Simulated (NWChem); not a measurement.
System: ZnSiH4O; SMILES [SiH3][Zn][OH]

Here is an NWChem input.

```
start job
memory heap 200 mb stack 900 mb global 1100 mb
geometry units angstroms noautosym nocenter noautoz
  Zn     0.451159    -0.471008     0.000449
  O      0.711018    -2.230573     0.000509
  H     -0.069368    -2.792206     0.001530
  Si     0.275553     1.869022     0.001063
  H     -1.127253     2.308275    -0.289153
  H      1.159451     2.491309    -1.035679
  H      0.658769     2.454061     1.325556
end
basis spherical
  Zn library pcsseg-1
  O library pcsseg-1
  H library pcsseg-1
  Si library pcsseg-1
end
dft
  xc kt2
  iterations 150
end
property
  shielding
end
task dft property
```

Excerpt of the output:

```
             Northwest Computational Chemistry Package (NWChem) 7.3.0
             --------------------------------------------------------

                             Geometry "geometry" -> ""
                             -------------------------

 Output coordinates in angstroms (scale by  1.889725989 to convert to a.u.)

  No.       Tag          Charge          X              Y              Z
 ---- ---------------- ---------- -------------- -------------- --------------
    1 Zn                  30.0000     0.45115900    -0.47100800     0.00044900
    2 O                    8.0000     0.71101800    -2.23057300     0.00050900
    3 H                    1.0000    -0.06936800    -2.79220600     0.00153000
    4 Si                  14.0000     0.27555300     1.86902200     0.00106300
    5 H                    1.0000    -1.12725300     2.30827500    -0.28915300
    6 H                    1.0000     1.15945100     2.49130900    -1.03567900
    7 H                    1.0000     0.65876900     2.45406100     1.32555600

 Effective nuclear repulsion energy (a.u.)     226.3627477360

                              NWChem Property Module
                              ----------------------

  itol2e modified to match energy
  convergence criterion.

                                 NWChem DFT Module
                                 -----------------

 Summary of "ao basis" -> "ao basis" (spherical)
 ------------------------------------------------------------------------------
       Tag                 Description            Shells   Functions and Types
 ---------------- ------------------------------  ------  ---------------------
 Zn                         pcsseg-1                15       45   5s6p3d1f
 O                          pcsseg-1                 7       17   3s3p1d
 H                          pcsseg-1                 3        5   2s1p
 Si                         pcsseg-1                10       24   4s5p1d

  itol2e modified to match energy
  convergence criterion.

            General Information
            -------------------
          SCF calculation type: DFT
          Wavefunction type:  closed shell.
          No. of atoms     :     7
          No. of electrons :    56
           Alpha electrons :    28
            Beta electrons :    28
          Charge           :     0
          Spin multiplicity:     1
          Use of symmetry is: off; symmetry adaption is: off
          Maximum number of iterations: 150
          AO basis - number of functions:   106
                     number of shells:    44
          Convergence on energy requested:  1.00D-07
          Convergence on density requested:  1.00D-05
          Convergence on gradient requested:  5.00D-04

              XC Information
              --------------
                          KT2 Method XC Functional
                        Slater Exchange Functional  1.072 local
                           KT1 gradient correction  1.000 non-local
            Perdew 1991 LDA Correlation Functional  0.577 local

             Grid Information
             ----------------
          Grid used for XC integration:  fine
          Radial quadrature: Mura-Knowles
          Angular quadrature: Lebedev.
          Tag              B.-S. Rad. Rad. Pts. Rad. Cut. Ang. Pts.
          ---              ---------- --------- --------- ---------
          Zn                  1.35      140          10.0       974
          O                   0.60       70          13.0       590
          H                   0.35       60          13.0       590
          Si                  1.10      123          12.0       770
          Grid pruning is: on
          Number of quadrature shells:   573
          Spatial weights used:  Erf1

      Superposition of Atomic Density Guess
      -------------------------------------

 Sum of atomic energies:       -2143.14793373

      Non-variational initial energy
      ------------------------------

 Total energy =   -2143.772570
 1-e energy   =   -3440.372934
 2-e energy   =    1070.237616
 HOMO         =      -0.340412
 LUMO         =      -0.013363

   convergence    iter        energy       DeltaE   RMS-Dens  Diis-err
 ---------------- ----- ----------------- --------- --------- ---------
 d= 0,ls=0.0,diis     1  -2157.5474813170 -2.38D+03  4.24D-02  3.28D+00
 d= 0,ls=0.0,diis     2  -2155.2328318132  2.31D+00  4.15D-02  1.81D+01
 d= 0,ls=0.0,diis     3  -2157.5906792143 -2.36D+00  5.34D-03  9.34D-01
 d= 0,ls=0.0,diis     4  -2157.6813611517 -9.07D-02  1.60D-03  1.14D-01
 d= 0,ls=0.0,diis     5  -2157.6858853904 -4.52D-03  7.33D-04  7.04D-02
  Resetting Diis
 d= 0,ls=0.0,diis     6  -2157.6882103391 -2.32D-03  4.58D-04  4.23D-03
 d= 0,ls=0.0,diis     7  -2157.6886240270 -4.14D-04  2.92D-04  2.99D-04
 d= 0,ls=0.0,diis     8  -2157.6885375145  8.65D-05  1.69D-04  1.33D-03
 d= 0,ls=0.0,diis     9  -2157.6886552312 -1.18D-04  4.25D-05  3.43D-05
 d= 0,ls=0.0,diis    10  -2157.6886589718 -3.74D-06  2.27D-06  4.62D-07
 d= 0,ls=0.0,diis    11  -2157.6886589900 -1.83D-08  1.70D-06  1.04D-07

         Total DFT energy =    -2157.688658990041
      One electron energy =    -3444.788819858562
           Coulomb energy =     1174.531231376482
    Exchange-Corr. energy =     -113.793818243914
 Nuclear repulsion energy =      226.362747735953

 Numeric. integr. density =       56.000000735683

                       DFT Final Molecular Orbital Analysis
                       ------------------------------------

 Vector   26  Occ=2.000000D+00  E=-2.814332D-01
              MO Center=  3.7D-01, -3.0D-01, -8.3D-04, r^2= 4.0D+00
   Bfn.  Coefficient  Atom+Function         Bfn.  Coefficient  Atom+Function
  ----- ------------  ---------------      ----- ------------  ---------------
     4      0.469265  1 Zn s                  3     -0.345336  1 Zn s
    82     -0.224522  4 Si py                52     -0.205668  2 O  px
    55     -0.203866  2 O  px                48     -0.171493  2 O  s
    85     -0.156852  4 Si py                 2      0.136629  1 Zn s
    56      0.122969  2 O  py                92     -0.120920  5 H  s

 Vector   27  Occ=2.000000D+00  E=-2.435657D-01
              MO Center=  5.9D-01, -7.8D-01,  3.9D-04, r^2= 4.5D+00
   Bfn.  Coefficient  Atom+Function         Bfn.  Coefficient  Atom+Function
  ----- ------------  ---------------      ----- ------------  ---------------
    53     -0.260817  2 O  py                56     -0.256929  2 O  py
    82     -0.255683  4 Si py                55      0.249233  2 O  px
    52      0.240210  2 O  px                22      0.199366  1 Zn py
    85     -0.189236  4 Si py                71      0.143286  4 Si s
    50     -0.138428  2 O  py                49      0.130392  2 O  px

 Vector   28  Occ=2.000000D+00  E=-2.294376D-01
              MO Center=  6.8D-01, -2.1D+00,  1.9D-03, r^2= 9.7D-01
   Bfn.  Coefficient  Atom+Function         Bfn.  Coefficient  Atom+Function
  ----- ------------  ---------------      ----- ------------  ---------------
    57      0.478419  2 O  pz                54      0.449944  2 O  pz
    51      0.243833  2 O  pz                23      0.142483  1 Zn pz
    25      0.125097  1 Zn d -1              30      0.071665  1 Zn d -1
   103     -0.049032  7 H  s                 17     -0.042248  1 Zn pz
    86      0.040969  4 Si pz                98      0.038350  6 H  s

 Vector   29  Occ=0.000000D+00  E=-4.317072D-02
              MO Center=  2.8D-01, -2.7D-01,  3.0D-03, r^2= 5.9D+00
   Bfn.  Coefficient  Atom+Function         Bfn.  Coefficient  Atom+Function
  ----- ------------  ---------------      ----- ------------  ---------------
     5      0.968873  1 Zn s                 71     -0.616952  4 Si s
    85      0.409451  4 Si py                70     -0.369118  4 Si s
    48     -0.346339  2 O  s                 84     -0.347952  4 Si px
    98      0.326957  6 H  s                  4      0.293918  1 Zn s
   103      0.234509  7 H  s                  3     -0.232582  1 Zn s

 Vector   30  Occ=0.000000D+00  E=-3.499423D-02
              MO Center=  5.1D-01,  8.5D-01,  4.3D-02, r^2= 4.5D+00
   Bfn.  Coefficient  Atom+Function         Bfn.  Coefficient  Atom+Function
  ----- ------------  ---------------      ----- ------------  ---------------
    84      1.101994  4 Si px                93      0.961783  5 H  s
    98     -0.611232  6 H  s                 21      0.460119  1 Zn px
     5      0.315948  1 Zn s                 85      0.229470  4 Si py
    92      0.219446  5 H  s                 71     -0.207308  4 Si s
   103     -0.189913  7 H  s                 48     -0.147893  2 O  s

 Vector   31  Occ=0.000000D+00  E=-3.215196D-02
              MO Center=  2.8D-01,  9.6D-01, -4.7D-02, r^2= 4.4D+00
   Bfn.  Coefficient  Atom+Function         Bfn.  Coefficient  Atom+Function
  ----- ------------  ---------------      ----- ------------  ---------------
    86      1.197818  4 Si pz               103     -0.968642  7 H  s
    98      0.722064  6 H  s                 23      0.451122  1 Zn pz
    93      0.255647  5 H  s                102     -0.214647  7 H  s
    97      0.159971  6 H  s                 83      0.127684  4 Si pz
    17     -0.104526  1 Zn pz                88     -0.102472  4 Si d -1

     Multipole analysis of the density
     ---------------------------------

     L   x y z        total         alpha         beta         nuclear
     -   - - -        -----         -----         ----         -------
     0   0 0 0     -0.000000    -28.000000    -28.000000     56.000000

[...]

          -----------------------------------------
          Chemical Shielding Tensors (GIAO, in ppm)
          -----------------------------------------

                                NWChem CPHF Module
                                ------------------

  scftype          =     RHF
  nclosed          =       28
  nopen            =        0
  variables        =     2184
  # of vectors     =        3
  tolerance        = 0.10D-03
  level shift      = 0.00D+00
  max iterations   =       50
  max subspace     =       30

 SCF residual:    6.7202009650064789E-005

Iterative solution of linear equations
  No. of variables     2184
  No. of equations        3
  Maximum subspace       30
        Iterations       50
       Convergence  1.0D-04

   iter   nsub   residual    time
   ----  ------  --------  ---------
     1      3    2.28D-05      48.8

      Atom:    1  Zn
        Diamagnetic
   2520.9772     -0.7866     -0.0004
     -0.7866   2532.5953     -0.0015
     -0.0004     -0.0015   2520.0530

        Paramagnetic
  -1254.6921    -59.1856     -0.1802
    -59.1856    -52.3036      0.1627
     -0.1802      0.1627  -1268.4468

        Total Shielding Tensor
   1266.2850    -59.9722     -0.1805
    -59.9722   2480.2916      0.1612
     -0.1805      0.1612   1251.6062

           isotropic =    1666.0609
          anisotropy =    1225.7792

          Principal Components and Axis System
                 1           2           3
             2483.2471   1263.3321   1251.6036

      1        -0.0492      0.9987      0.0147
      2         0.9988      0.0492      0.0006
      3         0.0001     -0.0147      0.9999

      Atom:    2  O
        Diamagnetic
    382.0555      5.8623     -0.0183
      5.8623    407.6524     -0.0177
     -0.0183     -0.0177    366.3232

        Paramagnetic
   -183.4393    -70.9763      0.0852
    -70.9763    -57.5945      0.0120
      0.0852      0.0120    -91.2687

        Total Shielding Tensor
    198.6163    -65.1140      0.0669
    -65.1140    350.0579     -0.0056
      0.0669     -0.0056    275.0546

           isotropic =     274.5763
          anisotropy =     149.4422

          Principal Components and Axis System
                 1           2           3
              374.2044    275.0546    174.4698

      1        -0.3477      0.0005      0.9376
      2         0.9376      0.0005      0.3477
      3        -0.0003      1.0000     -0.0006

      Atom:    3  H
        Diamagnetic
     33.7650     10.8810     -0.0169
     10.8810     37.8350     -0.0169
     -0.0169     -0.0169     20.7015

        Paramagnetic
     -5.4230     -2.2270      0.0107
     -2.2270      0.2403      0.0041
      0.0107      0.0041      1.7993

        Total Shielding Tensor
     28.3420      8.6540     -0.0062
      8.6540     38.0753     -0.0128
     -0.0062     -0.0128     22.5008

           isotropic =      29.6394
          anisotropy =      20.2467

          Principal Components and Axis System
                 1           2           3
               43.1372     23.2801     22.5008

      1         0.5049      0.8632     -0.0009
      2         0.8632     -0.5049      0.0013
      3        -0.0007      0.0014      1.0000

      Atom:    4  Si
        Diamagnetic
    881.8924     -0.4487      0.0068
     -0.4487    888.0828      0.0008
      0.0068      0.0008    881.7171

        Paramagnetic
   -382.6688      1.7351      0.3212
      1.7351   -396.1528      0.0605
      0.3212      0.0605   -382.3513

        Total Shielding Tensor
    499.2235      1.2865      0.3280
      1.2865    491.9300      0.0614
      0.3280      0.0614    499.3659

           isotropic =     496.8398
          anisotropy =       4.3515

          Principal Components and Axis System
                 1           2           3
              499.7408    499.0689    491.7097

      1         0.7362     -0.6554     -0.1687
      2         0.1265     -0.1117      0.9857
      3         0.6648      0.7470     -0.0007

      Atom:    5  H
        Diamagnetic
     35.8327     -4.9165      2.5119
     -4.9165     27.1472     -0.9910
      2.5119     -0.9910     24.0719

        Paramagnetic
     -4.2163      1.5955     -1.0630
      1.5955      0.3043      0.3374
     -1.0630      0.3374      0.9122

        Total Shielding Tensor
     31.6164     -3.3210      1.4489
     -3.3210     27.4515     -0.6536
      1.4489     -0.6536     24.9840

           isotropic =      28.0173
          anisotropy =       8.5849

          Principal Components and Axis System
                 1           2           3
               33.7406     25.6314     24.6800

      1         0.8624      0.4562     -0.2195
      2        -0.4739      0.8800     -0.0331
      3         0.1781      0.1326      0.9750

      Atom:    6  H
        Diamagnetic
     28.3058      3.8653     -5.5675
      3.8653     28.5296     -4.7082
     -5.5675     -4.7082     30.1236

        Paramagnetic
     -1.1323     -1.3802      2.3688
     -1.3802     -0.2232      1.6575
      2.3688      1.6575     -1.7638

        Total Shielding Tensor
     27.1735      2.4851     -3.1986
      2.4851     28.3064     -3.0507
     -3.1986     -3.0507     28.3597

           isotropic =      27.9465
          anisotropy =       8.8178

          Principal Components and Axis System
                 1           2           3
               33.8250     25.5023     24.5123

      1        -0.5187     -0.3963      0.7576
      2        -0.5805      0.8137      0.0282
      3         0.6276      0.4252      0.6522

      Atom:    7  H
        Diamagnetic
     24.4677      1.5100      3.0488
      1.5100     28.2046      5.7148
      3.0488      5.7148     34.2964

        Paramagnetic
      0.5257     -0.5590     -1.2915
     -0.5590     -0.0922     -1.9924
     -1.2915     -1.9924     -3.5150

        Total Shielding Tensor
     24.9934      0.9509      1.7573
      0.9509     28.1124      3.7225
      1.7573      3.7225     30.7814

           isotropic =      27.9624
          anisotropy =       8.8261

          Principal Components and Axis System
                 1           2           3
               33.8465     25.5444     24.4963

      1         0.2189     -0.2166      0.9514
      2         0.5566      0.8286      0.0606
      3         0.8014     -0.5163     -0.3019
```

Level: KT2/pcSseg-1, GIAO. Structure relaxed at the PBE0/def2-SVP level. The printed shielding anisotropy is the first printed principal value minus the mean of the other two.
